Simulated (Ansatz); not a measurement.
Reaction (substitution at a C–O bond): `COC(N)[SiH3]` + H₂Se → `NC([SiH3])[SeH]` + CH₃OH

Program: Ansatz. Geometries: PBE0-D4/def2-TZVP. ΔE: electronic, gas phase. CBS: MP2 limit from def2 TZ/QZ plus the TZ coupled-cluster correction, frozen cores. This one scheme is used for every species. DFT in def2-TZVPP. For Se outer-core shells are correlated without core-valence functions, which leaves a few kJ/mol of doubt a bond. Scalar relativity is left out up to krypton. One conformer a species, not always the lowest.

`COC(N)[SiH3]`:

Z-matrix (Å, degrees):
```
C
O 1 1.409
H 1 1.099 2 110.8
H 1 1.090 2 107.1 3 118.8
H 1 1.094 2 111.3 3 -121.3
C 2 1.408 1 113.6 3 62.7
Si 6 1.903 2 105.8 1 -171.0
N 6 1.447 2 111.7 1 64.5
H 6 1.103 2 109.4 1 -53.3
H 7 1.488 6 108.0 2 -69.2
H 7 1.489 6 108.1 2 173.6
H 7 1.486 6 112.9 2 52.6
H 8 1.011 6 113.4 2 86.9
H 8 1.009 6 112.9 2 -147.6
```

H₂Se:

Cartesian coordinates in Å:
```
Se -0.147 -0.546 0.385
H 0.948 -0.198 -0.527
H -0.800 0.745 0.142
```

`NC([SiH3])[SeH]`:

```xyz
11

N     1.556    0.400   -0.605
C     0.177   -0.054   -0.667
Si   -0.870    0.403    0.839
Se    0.264   -2.018   -0.888
H     1.969    0.220    0.303
H     1.623    1.390   -0.801
H    -0.265    0.341   -1.584
H    -2.241   -0.171    0.772
H    -0.966    1.888    0.924
H    -0.172   -0.103    2.050
H    -1.074   -2.296   -0.343
```

CH₃OH:

```xyz
6

C    -0.297   -0.196   -0.011
O     0.983    0.196    0.429
H    -0.581   -1.073    0.572
H    -0.307   -0.475   -1.072
H    -1.053    0.582    0.155
H     1.255    0.966   -0.073
```

| level | ΔE (kJ/mol) |
| --- | --- |
| PBE-D4 | -11.4 |
| r2SCAN-D4 | -7.3 |
| PBE0-D4 | -11.5 |
| ωB97X-V | -4.4 |
| r2SCAN | -7.5 |
| HF/def2-TZVPP | -1.5 |
| MP2/def2-TZVPP | -20.1 |
| HF/CBS(def2) | -1.7 |

Problem. What does CCSD(T)/CBS give? (Estimate.)

Solution. Computed: -16.0 kJ/mol. The listed levels differ from it by 4.6, 8.7, 4.5, 11.6, 8.5, 14.5, -4.1, 14.3 kJ/mol.

Largest T1 diagnostic among the species: 0.012.

In def2-TZVPP, CCSD(T) changes the Hartree–Fock value by −10.4 kJ/mol (the triples alone add −1.2 kJ/mol) and MP2 by −18.6 kJ/mol.
